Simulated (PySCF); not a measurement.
Deuteron quadrupole couplings in `C[C@@H](F)/C=C\[C@H](F)C[SiH3]`

Compound: C6H12F2Si.
Cartesian coordinates in Å at the GFN2-xTB level; atoms count from 1:
```
atom  x, y, z in Å
C1    -3.3563   -0.4935   -0.3669
C2    -1.8840   -0.4630    0.0068
F3    -1.1349   -0.7920   -1.1228
C4    -1.4486    0.8796    0.5261
C5    -0.2232    1.1703    0.9375
C6     0.9450    0.2367    0.9312
F7     1.7196    0.5026    2.0540
C8     1.7987    0.4225   -0.3172
Si9    3.3846   -0.6360   -0.2756
H10   -3.6155   -1.4651   -0.7799
H11   -3.9598   -0.3092    0.5170
H12   -3.5667    0.2696   -1.1127
H13   -1.6525   -1.2553    0.7340
H14   -2.2107    1.6452    0.5273
H15    0.0115    2.1660    1.2879
H16    0.6329   -0.8095    1.0307
H17    2.0512    1.4803   -0.4092
H18    1.1863    0.1604   -1.1787
H19    3.0032   -2.0426   -0.1302
H20    4.0796   -0.4245   -1.5467
H21    4.2307   -0.2256    0.8417
```

Level: PBE0/pcSseg-1 (PySCF, non-relativistic); Q(2H) = 0.00286 b; rigid geometry, the same for H and D, with no vibrational averaging.

Question: Rank these positions by the coupling χzz of a deuteron there, largest first.
A. H16 (methine hydrogen)
B. H14 (vinylic hydrogen)
C. H20 (Si–H hydrogen)
D. H18 (methylene hydrogen)
E. H11 (methyl hydrogen)

Answer: B (219 kHz), E (212 kHz), D (207 kHz), A (190 kHz), C (109 kHz).

What are Vzz, η and χzz (234.96 MHz × Q × Vzz) at all hydrogens?

```tsv
atom	bonded to	bond length (Å)	Vzz (au)	η	χzz (kHz)
H10	C1	1.087	0.3139	0.02	211
H11	C1	1.086	0.3156	0.03	212
H12	C1	1.088	0.3123	0.03	210
H13	C2	1.100	0.2780	0.05	187
H14	C4	1.080	0.3265	0.08	219
H15	C5	1.081	0.3236	0.05	217
H16	C6	1.096	0.2835	0.05	190
H17	C8	1.091	0.3095	0.05	208
H18	C8	1.089	0.3081	0.03	207
H19	Si9	1.465	0.1622	0.02	109
H20	Si9	1.464	0.1628	0.01	109
H21	Si9	1.460	0.1651	0.02	111
```

Average by the element that carries the hydrogen.

on C: 207 kHz over 9 positions, mean bond length 1.089 Å; on Si: 110 kHz over 3 positions, mean bond length 1.463 Å.

How does χzz go with the bond length over the 9 C–H bonds?

A straight-line fit has a slope of -16.8 kHz for each 0.01 Å, with a correlation coefficient of -0.97, over lengths from 1.080 to 1.100 Å. The longer bonds have the smaller couplings here.

A static deuteron (I = 1) shows a doublet split by (3/2)χ, (3/4)χ(1 + η) and (3/4)χ(1 − η) with the field along z, y and x of the gradient. What are these for H14?

With |χ| = 219.4 kHz and η = 0.079: 329, 178 and 151 kHz, to first order and without motion.

Isolated species at its GFN2-xTB geometry (one conformer only). GFN2-xTB bond lengths can be off by several hundredths of an ångström, more for odd bonds, and the gradients follow them. With so small a basis the couplings can be 20 % off.
